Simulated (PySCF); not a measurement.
Input of a response calculation (the driver script's job line, then coordinates in Å):

```
{"job": {"kind": "uv", "xc": "wB97X-D", "basis": "def2-SVPD", "ip": false, "nstates": 10}, "charge": 0, "multiplicity": 1}
Mg     0.123219    -0.337992    -2.506810
Se    -2.152415     0.438957    -2.505119
Mg    -2.401879     0.671288    -0.123098
Se    -2.427651     0.860940     2.277639
Mg    -0.087640     0.324810     2.489799
Se     2.237152    -0.301244     2.470112
Mg     2.436849    -0.687302     0.099661
Se     2.410584    -1.055126    -2.285893
```

Its output, with some lines taken out ([cut]):

```
coarse grid: 54256 points
cycle   1  E = -10405.5630723522  dE = -2.757e+00  |g| = 5.319e-01  |ddm| = 4.725e+00
cycle   2  E = -10405.6338585465  dE = -7.079e-02  |g| = 4.157e-01  |ddm| = 1.742e+00
cycle   3  E = -10405.7003329516  dE = -6.647e-02  |g| = 9.387e-02  |ddm| = 7.994e-01
cycle   4  E = -10405.7026176599  dE = -2.285e-03  |g| = 2.467e-02  |ddm| = 1.157e-01
cycle   5  E = -10405.7032197878  dE = -6.021e-04  |g| = 6.171e-03  |ddm| = 9.237e-02
cycle   6  E = -10405.7032570391  dE = -3.725e-05  |g| = 2.086e-03  |ddm| = 2.446e-02
cycle   7  E = -10405.7032605149  dE = -3.476e-06  |g| = 3.738e-04  |ddm| = 7.183e-03
final grid: 98416 points
cycle   8  E = -10405.7021398881  dE = -4.244e-07  |g| = 3.424e-04  |ddm| = 5.364e-03
cycle   9  E = -10405.7021399233  dE = -3.519e-08  |g| = 2.720e-04  |ddm| = 1.199e-03
cycle  10  E = -10405.7021399360  dE = -1.273e-08  |g| = 4.730e-05  |ddm| = 3.289e-04
cycle  11  E = -10405.7021399389  dE = -2.950e-09  |g| = 1.067e-05  |ddm| = 2.406e-04
cycle  12  E = -10405.7021399391  dE = -1.583e-10  |g| = 4.197e-06  |ddm| = 4.580e-05
converged SCF energy = -10405.7021399391

Static polarisability (au): isotropic 230.168, principal 168.784 258.597 263.123

Singlet excitations
state   eV       nm        f      main configurations
  1   3.4927    355.0   0.00001   H->L 0.89
[cut]
  3   3.7178    333.5   0.00026   H-2->L 0.67, H-1->L 0.19
  4   3.9981    310.1   0.09649   H-3->L 0.86
  5   4.2460    292.0   0.00005   H->L+1 0.74
[cut]
[cut]
  8   4.4778    276.9   0.00039   H-4->L 0.82
  9   4.6146    268.7   0.08741   H-3->L+1 0.64, H-1->L+2 0.11, H-2->L+3 0.10
[cut]

Triplet excitations (Tamm-Dancoff, eV): 3.3369 3.5435 3.5489 3.7832
```

Theory: TDDFT wB97X-D/def2-SVPD, vertical, gas phase, core orbitals frozen in the response (PySCF 2.14.0, density-fitted response routines). Isolated species at its PBE0-D3(BJ)/def2-SVP geometry, gas phase. Note that the optimisation stopped short of convergence; the values belong to its last geometry. The wB97X-D/def2-SVPD calculation is non-relativistic and has no spin–orbit coupling, an omission that weighs most on selenium.

Problem. What stood in the cut lines?

Solution. 
```
  2   3.7054    334.6   0.00024   H-1->L 0.69, H-2->L 0.19
  6   4.4076    281.3   0.00015   H-1->L+1 0.52, H->L+2 0.18, H-2->L+1 0.16
  7   4.4248    280.2   0.00021   H-2->L+1 0.52, H->L+3 0.17, H-1->L+1 0.16
 10   4.6539    266.4   0.00064   H-7->L 0.89
```

Problem. What is the polarisability anisotropy, √(½[(α1 − α2)² + (α2 − α3)² + (α3 − α1)²])?

Solution. 92.16 au.

Problem. What is the gap between the lowest singlet and the lowest triplet?

Solution. 3.4927 − 3.3369 = 0.1558 eV (full response against Tamm–Dancoff).

Problem. Give the energy of state 3 in hartree, cm⁻¹ and kJ/mol.

Solution. 0.13663 hartree, 29986 cm⁻¹, 358.7 kJ/mol.

The SCF starts on a coarse grid; the energy jumps when the final grid takes over, and dE counts afresh there. H and L stand for HOMO and LUMO.

Hardware: Arm Neoverse N1, one thread, no GPU, shared host. Cost: 4.1 min (grids of density and orbitals included), 1.4 GiB resident at most.

The pairwise dispersion term of wB97X-D wasn't added to the energies; at a given geometry it leaves orbitals and properties as they are.
